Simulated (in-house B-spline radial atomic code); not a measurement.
A calculation on the indium ion In⁴⁺ (an excited or competing configuration): its settings, and results tabulated from the run. Method: scalar-relativistic (X2C) LDA exchange-only, spin-polarised, spherical fractional occupations, Fermi nucleus of rms radius 4.6156 fm. Calculated with a B-spline radial code for spherical atoms.

Command:
```bash
python run_scf.py task.json out
```
Settings (nuclear radius in fm, mass in u):
```
Z                49
configuration    [Ar] 3d9 4s2 4p6 4d9 5f1
hamiltonian      x2c
method           lda,
spin_polarised   True
nucleus          fermi
rms_radius       4.6156
atomic_mass      114.90388
speed_of_light   137.035999084
```

Output (hartree, bohr):
```
 radial grid: 70 intervals, B-splines of order 8, outer radius 30.8511 bohr

 iter        energy (Eh)    residual
    1       -5827.694891    8.06e-01
    2       -5838.694052    6.72e-01
    3       -5848.333058    1.49e-01
    4       -5848.777537    3.26e-02
    5       -5848.794302    1.70e-02
    6       -5848.798694    4.74e-03
    7       -5848.799285    7.23e-04
    8       -5848.799294    4.01e-05
    9       -5848.799295    5.56e-06
   10       -5848.799295    9.75e-07
   11       -5848.799295    4.01e-08

 total energy                     -5848.79929
 kinetic                            6149.1773
 electron-nucleus                 -14085.8793
 Hartree                            2235.3809
 exchange-correlation               -147.4783

 orbital      occ     eigenvalue          <r>       <r^2>       <1/r>       r_max
 1s up      1.000     -1020.3100    0.0291753  0.00116194     54.0612     0.01856
 1s down    1.000     -1020.3074    0.0291751  0.00116191     54.0614     0.01856
 2s up      1.000      -155.9127      0.12814   0.0194186     12.2406      0.1087
 2s down    1.000      -155.8193      0.12811   0.0194095     12.2444      0.1086
 2p up      3.000      -140.4829     0.111937   0.0153116     11.4262     0.08666
 2p down    3.000      -140.4098     0.111901   0.0153013     11.4295     0.08664
 3s up      1.000       -32.0250     0.346582    0.137446     4.30494      0.3148
 3s down    1.000       -31.9203      0.34678    0.137602     4.30123      0.3149
 3p up      3.000       -26.9674     0.344243    0.137581     4.03613      0.3075
 3p down    3.000       -26.8617     0.344492    0.137778     4.03227      0.3076
 3d up      5.000       -19.1265     0.319939    0.121365     3.79694      0.2556
 3d down    4.000       -19.0050     0.320337    0.121693     3.79327      0.2559
 4s up      1.000        -6.7407     0.826337    0.772373      1.7055      0.7563
 4s down    1.000        -6.6830     0.827273    0.774211     1.70344      0.7569
 4p up      3.000        -5.1765     0.887385    0.898249     1.54371      0.7965
 4p down    3.000        -5.1207     0.888833    0.901354     1.54121      0.7973
 4d up      5.000        -2.8691      1.04715     1.28106     1.26562      0.8813
 4d down    4.000        -2.8174      1.05151     1.29249     1.26106      0.8835
 5f up      1.000        -0.5349      4.76861      26.831    0.319387       5.018
```

Run time, properties included: 0.16 s on 1 thread of Arm Neoverse V2, with other jobs on the host.

One-electron X2C: radii and densities carry no picture-change correction, so inner-shell <1/r> comes out high (for 1s by about 2 % at Z = 33, 5 % at 54, 10 % at 75, 30 % at 118) and <r> low.
